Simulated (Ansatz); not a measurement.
Nb₃Si₃, relaxed as a doublet with UKS PBE-D4/def2-SVP in Ansatz, starting from the GFN2-xTB geometry. Force threshold 0.02 eV/Å.

In the def2 sets Nb takes a core potential; there is no spin–orbit coupling. The relaxation made no stability test and no search for a lower SCF solution. No other spin state of charge 0 was run. Another isomer (doublet) lies 0.59 eV lower at PBE0-D4/def2-TZVP; other spin states weren't run for this one.

Start:

```xyz
6

Nb   -0.587   -2.498    0.059
Nb   -0.222   -1.282   -2.258
Nb   -0.006   -1.202    2.289
Si    0.022    1.098   -1.520
Si    0.761    2.708   -0.061
Si    0.031    1.175    1.491
```

Estimate the energy that the relaxation releases and the steps that it takes.

143.8 kcal/mol, in 27 steps; 2.6 min on 4 threads of Arm Neoverse V2 on a shared host. No frequencies were taken in this run, so the end may be a saddle point.

Does the start keep its bonding?

Bonds formed: Nb1–Si4, Nb1–Si5, Nb1–Si6, Nb2–Nb3, Nb2–Si6, Si4–Si6 (atoms count from 1).

Predict the relaxed structure.


Cartesian coordinates in Å:
```
Nb -1.4473 -0.3308 0.1043
Nb 0.3521 -1.5662 -0.9702
Nb 0.2581 -1.6402 1.4987
Si 0.2799 0.8461 -1.5723
Si -0.5202 2.1968 0.2153
Si 1.0773 0.4943 0.7242
```
Bond lengths (bridged metal pairs left out): 6 × Nb–Si 2.41 to 2.76 Å; 3 × Nb–Nb 2.43 to 2.56 Å; 3 × Si–Si 2.38 to 2.46 Å.
